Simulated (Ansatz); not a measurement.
Consider the ligand exchange at a B–O bond: `NB(Cl)OC=S` + HBr → `NB(Cl)Br` + `OC=S`.

Isolated molecules relaxed with PBE0-D4/def2-TZVP in Ansatz; ΔE leaves out vibrations. CCSD(T)/CBS is the MP2 limit (def2-TZVPP, def2-QZVPP) plus CCSD(T) − MP2 in def2-TZVPP, frozen cores. This one scheme is used for every species. DFT in def2-TZVPP. B3LYP here is the variant with VWN-RPA as its local correlation; programs differ in this. For Br outer-core shells are correlated without core-valence functions, which leaves a few kJ/mol of doubt a bond. Scalar relativity is left out up to krypton. Each species was taken in one conformer, which may not be the lowest.

Question: Is it downhill or uphill in electronic energy at CCSD(T)/CBS, and by how much? (Estimate.)

Answer: Computed: Uphill: ΔE = +29.6 kJ/mol.

Question: What do these levels give: PBE-QIDH, revPBE, BLYP, r2SCAN, B3LYP, CCSD(T)/def2-TZVPP? (Best estimate.)

Answer: Computed: PBE-QIDH 27.5, revPBE 16.8, BLYP 29.3, r2SCAN 27.2, B3LYP 32.6, CCSD(T)/def2-TZVPP 33.3 kJ/mol.

Largest T1 diagnostic among the species: 0.018.

From BLYP to BHLYP (50 % exact exchange), in def2-TZVPP and without D4, ΔE moves by +8.9 kJ/mol. In def2-TZVPP, CCSD(T) changes the Hartree–Fock value by −8.6 kJ/mol (the triples alone add −1.6 kJ/mol) and MP2 by −15.0 kJ/mol.
